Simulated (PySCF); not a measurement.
## C5H11O2PS: core ionisation energies

Compound: C5H11O2PS.
Bonds: C1–O2, O2–C3, C3–O4 (double), C3–P5, P5–C6, P5–C7, C7–S8, S8–C9. Hydrogens: H10, H11, H12 on C1; H13, H14, H15 on C6; H16, H17 on C7; H18, H19, H20 on C9.

Theory: PySCF 2.14.0, delta-SCF UKS SCAN, pcX-2 on the ionised atom, pcseg-1 elsewhere, spin-free X2C. Binding energies are ΔSCF values: E(core-ionised, relaxed orbitals) − E(ground state) at a fixed geometry, referred to the vacuum level.

Q: What binding energy does each computed site have?

A: 
```
atom(s)                               environment    level  binding energy (eV)  2p1/2 (eV)  above the level's lowest (eV)  count
     S8                            sulfide sulfur     S 1s              2476.86           –                           0.00      1
     P5                      phosphine phosphorus     P 1s              2149.97           –                           0.00      1
     O2  oxygen singly bound to a carbonyl carbon     O 1s               539.34           –                          +1.94      1
     O4                           carbonyl oxygen     O 1s               537.40           –                           0.00      1
     C3                           carbonyl carbon     C 1s               293.82           –                          +3.24      1
     C1                            methoxy carbon     C 1s               292.54           –                          +1.96      1
     C9                           S-methyl carbon     C 1s               291.18           –                          +0.60      1
     C7                sp3 carbon bound to sulfur     C 1s               290.88           –                          +0.30      1
     C6            sp3 carbon bound to phosphorus     C 1s               290.58           –                           0.00      1
     P5                      phosphine phosphorus  P 2p3/2               136.38      137.28                           0.00      1
```

The listed C 1s values span 3.24 eV, from C6 (bonded to 3 H and P) to C3 (bonded to O (double bond), O and P). The widest gap between neighbouring values is 1.36 eV, between 291.18 and 292.54 eV. Summing the Pauling electronegativity differences to the bonded atoms, each weighted by its formal bond order, gives -1.41 for the lowest site and +2.31 for the highest; no listed site has a larger sum than the highest.

The listed O 1s values span 1.94 eV, from O4 (bonded to C (double bond)) to O2 (bonded to 2 C). Summing the Pauling electronegativity differences to the bonded atoms, each weighted by its formal bond order, gives -1.78 for the lowest site and -1.78 for the highest; the sum is the same at every site.

Q: Which photon energy gives electrons from C 1s of C1 a kinetic energy of 50 eV, and what is their de Broglie wavelength?

A: hν = 292.54 + 50 = 342.54 eV, recoil neglected; λ = 12.264 Å/√(E/eV) = 1.73 Å.

Not every level is listed. The unrestricted hole states depart most from a pure doublet (⟨S²⟩ = 0.75; over 0.85 named) for C 1s of C3 (0.90), which makes this value less certain. The 2p values add to the ΔSCF energy of one spin-free hole a correction within the shell (spin–orbit coupling, ligand field). 2p1/2 minus 2p3/2 (ligand field included): P 0.90 eV. Isolated species at its PBE0-D3(BJ)/def2-SVP geometry (one conformer only).

The run took 3.8 min on an Arm Neoverse V1 with one thread, shared host with 32 logical CPUs at a one-minute load of 21, and the process peaked at 0.65 GiB of memory.

Shape of the structure used: `[CH3:1][O:2][C:3](=[O:4])[P:5]([CH3:6])[CH2:7][S:8][CH3:9]`: C1–O2–C3–O4 1°, O2–C3–P5–C6 -46°, C3–P5–C7–S8 -177°, P5–C7–S8–C9 -171°.
